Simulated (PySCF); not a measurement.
## Quadrupolar nuclei of `O=C(OC(F)(F)F)C(F)F` in NMR

C₃HF₅O₂.
Geometry (GFN2-xTB, Å), atoms numbered from 1 in this order:
```
atom  x, y, z in Å
O1     0.0242   -1.6736    0.1454
C2     0.3811   -0.5481    0.0682
O3    -0.4307    0.5350   -0.0835
C4    -1.7765    0.3529   -0.1505
F5    -2.1331   -0.4179   -1.1693
F6    -2.3403    1.5348   -0.3147
F7    -2.2686   -0.1880    0.9564
C8     1.8486   -0.0658    0.1243
F9     2.0125    0.7706    1.1656
F10    2.1459    0.6172   -0.9960
H11    2.5421   -0.9145    0.2283
```

Computed at PBE0/pcSseg-1 (PySCF, non-relativistic):

| atom | environment | nucleus | spin I | Q (b) | CQ = χzz (MHz) | η |
| --- | --- | --- | --- | --- | --- | --- |
| O1 | ester carbonyl oxygen | 17O | 5/2 | -0.0256 | 10.392 | 0.441 |
| O3 | ester single-bonded oxygen | 17O | 5/2 | -0.0256 | -10.902 | 0.401 |

**Question.** Give the quadrupolar product PQ = |CQ|√(1 + η²/3), the quadrupolar frequency νQ = 3|CQ|/[2I(2I − 1)] and the Larmor frequency ν0 = |g| × 7.62259 MHz/T × B at 9.4 T, with g(17O) = −0.75752.

**Answer.** 
```csv
atom,PQ (MHz),νQ (MHz),ν0 (MHz),νQ/ν0
O1,10.72,1.559,54.28,0.029
O3,11.19,1.635,54.28,0.030
```

For O1: PQ = 10.39 × 1.0320, νQ = 10.39 × 0.1500, ν0 = 5.7742 MHz/T × 9.4 T.

**Question.** For half-integer spins with νQ below a tenth of ν0, find the second-order shift of the centre of gravity of the central transition at 9.4, 14.1 and 18.8 T.

**Answer.** From −(3/40)(PQ/ν0)²[I(I + 1) − 3/4]/[I(2I − 1)]², which goes as 1/B² (ppm):

| site | 9.4 T | 14.1 T | 18.8 T |
| --- | --- | --- | --- |
| 17O at O1 | -234 | -104 | -58.6 |
| 17O at O3 | -255 | -113 | -63.8 |

Solvent, lattice and vibrations would change these gradients. Geometry: GFN2-xTB, one conformer, isolated molecule. GFN2-xTB bond lengths can be off by several hundredths of an ångström, more for odd bonds, and the gradients follow them. The small basis limits the accuracy of the gradients.
